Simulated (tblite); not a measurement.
Compound: C7H13NSi.
Z-matrix (Å and degrees, GFN2-xTB geometry), rows numbered from 1:
```
C 
C   1  1.5295
C   2  1.4935  1  111.04
C   3  1.4219  2  126.18  1   -74.83
C   4  1.3628  3  107.80  2   178.20
C   5  1.4873  4  129.46  3   179.92
N   5  1.3769  4  108.88  3    -0.08
Si  7  1.7439  5  126.96  4  -179.68
C   3  1.3608  2  127.68  1   102.81
H   1  1.0875  2  110.26  3    58.99
H   1  1.0878  2  110.23  3   -60.50
H   1  1.0881  2  110.72  3   179.26
H   2  1.0921  1  109.50  3   120.94
H   2  1.0930  1  109.16  3  -120.81
H   4  1.0730  3  125.92  2    -2.09
H   6  1.0902  5  110.93  4   119.66
H   6  1.0902  5  110.96  4  -120.30
H   6  1.0870  5  109.63  4    -0.28
H   8  1.4650  7  108.67  5    60.69
H   8  1.4649  7  108.79  5   -60.01
H   8  1.4590  7  105.52  5  -179.69
H   9  1.0723  3  129.70  2     2.28
```

All values are computed: GFN2-xTB (tblite) harmonic vibrations without scaling, gas phase. Against measured fundamentals such values can be off by several per cent, at times by over 20. Modes of hydrogen on silicon can be 10 to 20 % off. One conformer, not necessarily the lowest.

Harmonic wavenumbers (cm⁻¹): 36.3, 64.7, 98.8, 138.6, 143.8, 170.0, 203.6, 242.7, 269.0, 381.9, 413.0, 484.2, 561.1, 579.2, 594.2, 597.2, 641.1, 756.2, 763.0, 766.5, 782.5, 806.7, 815.3, 819.2, 964.2, 1002.2, 1034.0, 1039.0, 1062.3, 1082.2, 1096.0, 1141.0, 1168.7, 1242.7, 1302.8, 1329.6, 1348.7, 1402.4, 1407.0, 1420.3, 1478.4, 1479.5, 1481.8, 1499.9, 1506.7, 1559.9, 1625.2, 2244.1, 2254.5, 2303.4, 2961.4, 2978.9, 2985.6, 3000.6, 3025.3, 3033.1, 3039.2, 3048.0, 3152.1, 3153.7.

A = 2665, B = 821.1, C = 670.8 MHz; mass 139.082 u (most abundant isotopes); point group C1, symmetry number 1.

What is the zero-point energy?

Half the sum of the wavenumbers: 38992 cm⁻¹ = 466.44 kJ/mol.

Entropy at 500 K, 1 bar (ideal gas, RRHO, classical rotation)?

Translation 181.15, rotation 131.01, vibration 241.82: S = 554.0 J/(mol K).

And Cp and H(500 K) − H(0)?

Cp = 272.04 J/(mol K), of which vibrations give 238.78 (their classical limit is 60 R = 498.9); H(500 K) − H(0) = 78.31 kJ/mol without the zero-point energy, 61.68 from vibrations.

How do the functions run with temperature in this model?

```json
{"T (K)": "100", "S (J/(mol K))": "302.2", "Cp (J/(mol K))": "86.4", "H − H(0) (kJ/mol)": "5.88", "G − H(0) (kJ/mol)": "-24.34", "ln q(vib)": "2.16"}
{"T (K)": "200", "S (J/(mol K))": "375.9", "Cp (J/(mol K))": "132.1", "H − H(0) (kJ/mol)": "16.78", "G − H(0) (kJ/mol)": "-58.41", "ln q(vib)": "5.24"}
{"T (K)": "300", "S (J/(mol K))": "438.9", "Cp (J/(mol K))": "182.1", "H − H(0) (kJ/mol)": "32.47", "G − H(0) (kJ/mol)": "-99.19", "ln q(vib)": "8.27"}
{"T (K)": "800", "S (J/(mol K))": "702.9", "Cp (J/(mol K))": "360.7", "H − H(0) (kJ/mol)": "174.39", "G − H(0) (kJ/mol)": "-387.92", "ln q(vib)": "22.89"}
{"T (K)": "1000", "S (J/(mol K))": "787.7", "Cp (J/(mol K))": "399.3", "H − H(0) (kJ/mol)": "250.59", "G − H(0) (kJ/mol)": "-537.15", "ln q(vib)": "28.29"}
```

q(vib) and H(0) count from the zero-point level.

What must be added to the electronic energy to get the Gibbs energy at 500 K and 1 bar?

ZPE + [H(500 K) − H(0)] − T·S = 466.44 + 78.31 − 276.99 = 267.76 kJ/mol.

Blend soft modes into free rotors: weight 1/[1 + (100 cm⁻¹/ν̃)⁴] for the oscillator and the rest for a rotor with moment μB/(μ + B), μ = h/(8π²ν), B = 10⁻⁴⁴ kg m². What vibrational entropy results?

223.68 J/(mol K) in place of 241.82, which changes −T·S at 500 K by +9.07 kJ/mol.

Hindered rotation and anharmonicity are outside this model. Other conformers, if any are populated, would add a mixing term that is left out. The structure is chiral; the term R ln 2 for an equal mix with its mirror image is left out.
